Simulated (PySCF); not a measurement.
A geometry optimisation, step by step.

Compound: 2,3-dimethyl-2-pentene, C7H14.
Numbering: `[CH3:1][CH2:2][C:3]([CH3:4])=[C:5]([CH3:6])[CH3:7]` (hydrogens: H8, H9, H10 on C1; H11, H12 on C2; H13, H14, H15 on C4; H16, H17, H18 on C6; H19, H20, H21 on C7)

Method: PySCF, PBE0-D3(BJ)/def2-SVP geometry optimisation, gas phase; density fitting, grid level 2; the optimiser is geomeTRIC in internal coordinates, started from a GFN2-xTB structure. 7 of its 9 geometries are shown. The frame can shift and turn from step to step; on so coarse a grid that alone can change the energy by a few meV, and forces under 0.02 eV/Å are noise.

Step 0: E = -7473.2770 eV, largest atomic force 0.860 eV/Å
```
atom  x, y, z in Å  |  force x, y, z in eV/Å
C1     -1.700   -1.177   -1.169    0.353   0.487  -0.243
C2     -0.720   -0.017   -1.355   -0.079  -0.415   0.521
C3     -0.208    0.478   -0.027   -0.590   0.384  -0.486
C4     -1.054    1.539    0.625    0.323  -0.423  -0.124
C5      0.894    0.022    0.570    0.718  -0.319   0.351
C6      1.341    0.573    1.898   -0.224  -0.146  -0.479
C7      1.783   -1.058    0.027   -0.457   0.428   0.050
H8     -2.538   -0.870   -0.546   -0.384   0.054   0.269
H9     -2.088   -1.511   -2.129   -0.234  -0.198  -0.363
H10    -1.205   -2.014   -0.683    0.157  -0.370   0.210
H11    -1.230    0.803   -1.866   -0.083   0.256  -0.223
H12     0.101   -0.337   -1.997    0.248  -0.052  -0.245
H13    -2.018    1.621    0.129   -0.416   0.095  -0.142
H14    -0.562    2.511    0.569    0.116   0.439   0.013
H15    -1.227    1.316    1.676   -0.128   0.024   0.425
H16     2.326    0.194    2.159    0.381  -0.095   0.182
H17     1.385    1.661    1.874    0.051   0.439   0.106
H18     0.646    0.288    2.688   -0.213  -0.070   0.396
H19     1.874   -1.857    0.763    0.117  -0.356   0.251
H20     1.409   -1.489   -0.895   -0.098  -0.218  -0.400
H21     2.782   -0.660   -0.154    0.440   0.056  -0.071
```

Step 1: E = -7473.3430 eV, largest atomic force 0.138 eV/Å
```
atom  x, y, z in Å  |  force x, y, z in eV/Å
C1     -1.759   -1.159   -1.139   -0.034  -0.079   0.042
C2     -0.741   -0.034   -1.297    0.005   0.093  -0.101
C3     -0.233    0.487    0.024    0.051  -0.076   0.026
C4     -1.090    1.533    0.685   -0.046   0.072   0.016
C5      0.890    0.041    0.623   -0.067   0.045  -0.070
C6      1.331    0.605    1.947    0.038   0.013   0.081
C7      1.776   -1.030    0.062    0.074  -0.073   0.003
H8     -2.610   -0.845   -0.511    0.022  -0.004  -0.020
H9     -2.162   -1.487   -2.110    0.012   0.019   0.017
H10    -1.296   -2.031   -0.649   -0.035   0.019  -0.015
H11    -1.211    0.804   -1.845    0.038  -0.045   0.011
H12     0.090   -0.377   -1.934   -0.024   0.011   0.034
H13    -2.075    1.610    0.199    0.025  -0.002   0.024
H14    -0.622    2.533    0.626   -0.028  -0.028   0.001
H15    -1.261    1.327    1.754    0.005   0.005  -0.022
H16     2.332    0.242    2.225   -0.030   0.021  -0.003
H17     1.366    1.707    1.940   -0.006  -0.027   0.002
H18     0.643    0.316    2.763    0.026   0.008  -0.020
H19     1.884   -1.855    0.789    0.004   0.023  -0.032
H20     1.406   -1.465   -0.876    0.001   0.021   0.019
H21     2.796   -0.645   -0.120   -0.033  -0.017   0.006
```

Step 3: E = -7473.3455 eV, largest atomic force 0.050 eV/Å
```
atom  x, y, z in Å  |  force x, y, z in eV/Å
C1     -1.783   -1.146   -1.141    0.007   0.035  -0.015
C2     -0.736   -0.045   -1.298   -0.006  -0.012   0.048
C3     -0.230    0.474    0.026   -0.018   0.005  -0.025
C4     -1.092    1.521    0.687    0.002  -0.043  -0.009
C5      0.898    0.037    0.622    0.028   0.010   0.030
C6      1.331    0.607    1.950    0.010  -0.013  -0.026
C7      1.797   -1.026    0.062   -0.033   0.029   0.013
H8     -2.633   -0.804   -0.530   -0.012   0.003   0.006
H9     -2.180   -1.467   -2.116   -0.008  -0.006  -0.008
H10    -1.355   -2.027   -0.639    0.017  -0.008   0.006
H11    -1.179    0.795   -1.859   -0.006   0.028  -0.013
H12     0.094   -0.410   -1.920    0.009  -0.021  -0.003
H13    -2.082    1.584    0.212   -0.017  -0.005  -0.009
H14    -0.637    2.525    0.615    0.009   0.013  -0.010
H15    -1.251    1.322    1.758    0.001  -0.001   0.005
H16     2.339    0.267    2.225    0.019  -0.005   0.000
H17     1.343    1.709    1.945   -0.001   0.008  -0.001
H18     0.652    0.304    2.766   -0.007  -0.011   0.010
H19     1.912   -1.853    0.783   -0.006  -0.009   0.014
H20     1.432   -1.457   -0.879   -0.002  -0.007  -0.011
H21     2.812   -0.630   -0.116    0.014   0.009  -0.002
```

Step 4: E = -7473.3466 eV, largest atomic force 0.108 eV/Å
```
atom  x, y, z in Å  |  force x, y, z in eV/Å
C1     -1.807   -1.127   -1.146    0.013   0.069  -0.040
C2     -0.728   -0.055   -1.297    0.005  -0.067   0.085
C3     -0.227    0.462    0.029   -0.057   0.064  -0.021
C4     -1.102    1.502    0.685    0.029  -0.062   0.001
C5      0.904    0.038    0.626    0.081  -0.040   0.041
C6      1.342    0.610    1.953   -0.048   0.000  -0.062
C7      1.812   -1.020    0.067   -0.058   0.055  -0.014
H8     -2.656   -0.755   -0.552   -0.019  -0.005   0.014
H9     -2.198   -1.442   -2.125   -0.011  -0.019  -0.008
H10    -1.411   -2.015   -0.631    0.023  -0.021   0.012
H11    -1.143    0.790   -1.871   -0.009   0.052  -0.016
H12     0.100   -0.448   -1.903    0.013  -0.022  -0.019
H13    -2.096    1.541    0.217   -0.022   0.002  -0.010
H14    -0.665    2.511    0.597    0.011   0.029  -0.009
H15    -1.251    1.312    1.759    0.004   0.002   0.014
H16     2.360    0.286    2.214    0.024  -0.009   0.000
H17     1.335    1.711    1.952   -0.004   0.019   0.004
H18     0.679    0.289    2.774   -0.012  -0.013   0.023
H19     1.932   -1.846    0.788   -0.003  -0.019   0.026
H20     1.450   -1.451   -0.874    0.007  -0.021  -0.013
H21     2.823   -0.615   -0.109    0.032   0.005  -0.006
```

Step 5: E = -7473.3475 eV, largest atomic force 0.059 eV/Å
```
atom  x, y, z in Å  |  force x, y, z in eV/Å
C1     -1.823   -1.115   -1.147    0.010   0.046  -0.023
C2     -0.726   -0.062   -1.295    0.006  -0.041   0.035
C3     -0.225    0.455    0.030   -0.037   0.041  -0.022
C4     -1.103    1.492    0.684    0.016  -0.040   0.009
C5      0.910    0.036    0.626    0.034  -0.019   0.028
C6      1.342    0.610    1.953   -0.017   0.001  -0.039
C7      1.825   -1.015    0.068   -0.043   0.033  -0.005
H8     -2.671   -0.729   -0.560   -0.007  -0.007   0.009
H9     -2.214   -1.429   -2.127   -0.002  -0.011  -0.001
H10    -1.443   -2.007   -0.627    0.010  -0.012   0.006
H11    -1.122    0.789   -1.876   -0.001   0.023  -0.010
H12     0.099   -0.472   -1.895    0.004  -0.010  -0.012
H13    -2.101    1.518    0.224   -0.007   0.002  -0.002
H14    -0.675    2.505    0.583    0.004   0.014  -0.005
H15    -1.241    1.310    1.761    0.001   0.006   0.007
H16     2.365    0.301    2.210    0.012   0.000   0.003
H17     1.316    1.711    1.957   -0.001   0.006   0.006
H18     0.685    0.275    2.775   -0.002  -0.009   0.010
H19     1.946   -1.841    0.790    0.003  -0.012   0.012
H20     1.470   -1.449   -0.875    0.004  -0.011  -0.004
H21     2.835   -0.605   -0.105    0.013   0.000  -0.001
```

Step 7: E = -7473.3480 eV, largest atomic force 0.035 eV/Å
```
atom  x, y, z in Å  |  force x, y, z in eV/Å
C1     -1.834   -1.102   -1.154   -0.004  -0.018   0.008
C2     -0.722   -0.065   -1.295    0.002   0.008  -0.019
C3     -0.224    0.450    0.031    0.019  -0.007   0.001
C4     -1.106    1.481    0.687    0.002   0.021   0.002
C5      0.914    0.036    0.626   -0.033   0.008  -0.009
C6      1.345    0.615    1.951    0.009  -0.002   0.018
C7      1.830   -1.016    0.073    0.011  -0.011   0.003
H8     -2.683   -0.709   -0.573    0.006   0.001  -0.002
H9     -2.221   -1.416   -2.136    0.003   0.003   0.001
H10    -1.466   -1.998   -0.630   -0.007   0.005  -0.004
H11    -1.100    0.793   -1.881    0.002  -0.015   0.007
H12     0.100   -0.491   -1.888    0.004   0.007   0.003
H13    -2.111    1.493    0.238    0.006  -0.003   0.003
H14    -0.692    2.498    0.570   -0.006  -0.005   0.001
H15    -1.230    1.309    1.768    0.003   0.001  -0.003
H16     2.377    0.325    2.197   -0.004   0.005  -0.002
H17     1.299    1.715    1.961   -0.005  -0.006   0.000
H18     0.704    0.261    2.778    0.007  -0.002  -0.002
H19     1.953   -1.836    0.801    0.001   0.008  -0.006
H20     1.478   -1.459   -0.867   -0.007   0.004   0.000
H21     2.841   -0.606   -0.102   -0.006  -0.003   0.000
```

Step 8: E = -7473.3481 eV, largest atomic force under 0.02 eV/Å
```
atom  x, y, z in Å  |  force x, y, z in eV/Å
C1     -1.831   -1.106   -1.153    0.000  -0.009   0.003
C2     -0.723   -0.064   -1.294    0.007   0.001  -0.009
C3     -0.224    0.452    0.031    0.004   0.006  -0.008
C4     -1.105    1.485    0.686    0.001   0.009   0.007
C5      0.913    0.037    0.627   -0.014  -0.002   0.001
C6      1.344    0.612    1.952    0.004   0.002   0.006
C7      1.827   -1.015    0.071    0.001  -0.009   0.003
H8     -2.680   -0.715   -0.570    0.001   0.001   0.000
H9     -2.218   -1.420   -2.135    0.000   0.002   0.000
H10    -1.460   -2.001   -0.630   -0.002   0.001  -0.001
H11    -1.104    0.792   -1.880   -0.002  -0.004   0.002
H12     0.101   -0.486   -1.889    0.002   0.002  -0.001
H13    -2.109    1.498    0.236    0.000  -0.003   0.002
H14    -0.689    2.502    0.568   -0.002  -0.001  -0.002
H15    -1.229    1.315    1.766    0.001   0.002   0.000
H16     2.377    0.323    2.197    0.001   0.004  -0.002
H17     1.297    1.713    1.964   -0.004  -0.002   0.001
H18     0.704    0.257    2.779    0.004  -0.004  -0.001
H19     1.951   -1.837    0.798    0.001   0.002  -0.001
H20     1.473   -1.457   -0.868   -0.003   0.001   0.000
H21     2.838   -0.607   -0.104   -0.002   0.001  -0.001
```

Question: Summarise the path.

Answer: The energy falls by 6.86 kJ/mol from step 0 to step 8; nine tenths of that is first reached at step 1. It falls at every step. The largest force goes from 0.860 to under 0.02 eV/Å. Among the bonds C3=C5 changes most, from 1.333 to 1.349 Å; the atoms move by 0.122 Å rms after alignment.

The cost below is that of the whole optimisation. The run took 2.7 min wall on one thread, Intel Xeon Platinum 8488C (x86_64), shared host with 96 logical CPUs at a one-minute load of 99, and the process peaked at 0.87 GiB of memory.
